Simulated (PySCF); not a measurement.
## How methods differ on the ionisation energy of Ba(31+)

Ba(31+) [Ar] 3d7 [3d3/2^4 3d5/2^3, M_J = 9/2] → Ba(32+) [Ar] 3d6 [3d3/2^4 3d5/2^2, M_J = 4], as a difference of total energies. Calculation: PySCF 2.14, in an even-tempered Gaussian basis (16 s from 5.2 bohr⁻², ratio 2.8; 12 p from 6.8 bohr⁻², ratio 2.8; 8 d from 6.8 bohr⁻², ratio 2.8; 3 f from 26 bohr⁻², ratio 3); the two-component X2C-1e Hamiltonian. Correlated levels: [Ne] frozen; the 74 highest virtual spinors dropped. "Screened" scales the spin-orbit matrix elements by Boettger's factors to mimic the two-electron term; Breit and QED terms are absent.

```tsv
method	ionisation energy (eV)
GHF (spin-free)	1958.4
GMP2 (spin-free)	1959.5
GHF (screened spin-orbit)	1958.1
GMP2 (screened spin-orbit)	1958.8
```

Breit and QED terms and the two-electron picture change are absent.

The spin-free rows relax to the high-spin LS determinant and lack the spin-orbit shift.

The labels give the starting determinants; with spin-orbit coupling the two ends relaxed to ⟨J²⟩ = 24.75, ⟨L²⟩ = 14.39, ⟨S²⟩ = 2.95 and ⟨J²⟩ = 20.03, ⟨L²⟩ = 9.12, ⟨S²⟩ = 4.29.

For comparison: 1958 ± 4 eV (theoretical estimate listed by NIST; NIST Atomic Spectra Database, ionization energies).
